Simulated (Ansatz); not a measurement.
A calculation with Ansatz (development build ahead of 0.2.0).

```yaml
crystal:
  periodic: [false, false, false]
  atoms:
    - { symbol: Mg, position_ang: [0.0, 0.0, 0.0] }
    - { symbol: B, position_ang: [3.0636, 0.0, 1.1151] }
    - { symbol: B, position_ang: [-1.5318, 2.6532, 1.1151] }
    - { symbol: B, position_ang: [-1.5318, -2.6532, 1.1151] }
basis:
  gaussian: { orbitals: pcseg-2 }
magnetization:
  spin_polarized: true
  initial_magnetization: 1
hamiltonian:
  xc: r2scan
```

The input is written out in the form of the current development build from the run's settings.

The run gave:

```json
{"Converged": "yes", "Total energy": "-273.98549 hartree", "Spin squared of the determinant": "2.138", "Stability test": "minimum"}
```

Caution: the unrestricted determinant is a mixture of spin states.
